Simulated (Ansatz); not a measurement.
CH₄ClFOSn, SMILES `C[O][SnH]([F])[Cl]`. Charge 0, multiplicity 1. Sn: def2 effective core potential.

```csv
atom,x (Å),y (Å),z (Å)
C1,0.150,-0.995,1.098
O2,-0.767,-0.030,0.617
Sn3,-0.374,1.039,-0.942
F4,1.188,2.054,-0.519
Cl5,0.305,-0.355,-2.647
H6,-0.335,-1.521,1.924
H7,1.068,-0.531,1.474
H8,0.416,-1.730,0.331
H9,-1.650,2.069,-1.335
```

**Question.** What are the harmonic wavenumbers in cm⁻¹ at PBE0-D4/def2-TZVP (Ansatz, finite differences of forces, unscaled)? (Estimate.)

**Answer.** Computed: 52, 98, 110, 146, 188, 258, 385, 534, 544, 589, 632, 1103, 1177, 1193, 1475, 1493, 1498, 2026, 3018, 3085, 3114.

**Question.** Is this a minimum?

**Answer.** Yes, all 21 modes are real.

**Question.** Give the ideal-gas thermochemistry at 298.15 K and 1 bar (rigid rotor, harmonic oscillator; point group C1, symmetry number 1).

**Answer.** Zero-point energy 135.9 kJ/mol; H(298) − E = 159.2 kJ/mol; entropy 382.9 J/(mol·K), of which translation 175.3, rotation 118.3, vibration 89.4; G(298) − E = 45.0 kJ/mol. Modes under 100 cm⁻¹ are hindered rotations or soft bends, so the harmonic entropy is rough.

**Question.** And at 400, 500, 600, 800 and 1000 K?

**Answer.** 
```csv
T (K),H − E (kJ/mol),S (J/mol/K),G − E (kJ/mol)
400,171.0,417.1,4.2
500,183.9,445.8,-39.0
600,197.9,471.3,-84.9
800,228.3,514.9,-183.6
1000,261.3,551.7,-290.4
```
